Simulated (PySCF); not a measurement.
Vertical excitations of a molecule C₄H₇NSi from TDA-PBE/def2-SVPD (PySCF 2.14.0), as energy in eV (oscillator strength): 4.01 (0.012), 4.65 (0.006), 5.34 (0.137), 5.70 (0.007), 5.82 (0.002), 5.92 (0.021), 6.01 (0.038), 6.02 (0.041), 6.40 (0.022), 6.50 (0.008). Lowest triplet (TDA): 3.28 eV. Geometry: B3LYP-D3(BJ)/def2-SVP. Other conformers were not sampled.

**Question.** Pick the molecule that these values belong to.
(A) CC#C/C=N/[SiH3]
(B) C#CC(=C)[SiH2]N
(C) C=C[C@@H]([SiH3])C#N
(D) C#CC/N=C/[SiH3]

**Answer.** B, C#CC(=C)[SiH2]N
